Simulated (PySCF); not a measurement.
Cd(I)(Et) (C2H5CdI), SMILES C[CH2][Cd][I]. Heavy atoms are numbered as in [Cd:1]([I:2])[CH2:3][CH3:4]. Hydrogens are named by the atom that carries them.

Geometry optimised at PBE0-D3(BJ)/def2-SVP. The structure was generated by enumeration; whether it is a known compound was not checked. The def2 effective core potentials stand for the cores of Cd, I; spin–orbit coupling is left out. The values are those of a single conformer.

The numbers are results of B3LYP/def2-TZVP (PySCF), not measurements.

ESP charges are fitted to the potential on shells at 1.4 to 2.0 van der Waals radii. Atomic charges (e), one atom of each kind:

```csv
atom,Mulliken,ESP fit
Cd1,0.56,___
I2,-0.36,___
C3 (CH2),-0.42,___
C4 (CH3),-0.34,-0.12
H on C3,0.11,-0.02
H on C4,0.11,0.03
```

Task: Complete the blanks. (An estimate is asked for; the answer gives what the named calculation found.)

Result: 
- Cd1, ESP fit: 0.37
- I2, ESP fit: -0.32
- C3 (CH2), ESP fit: 0.01
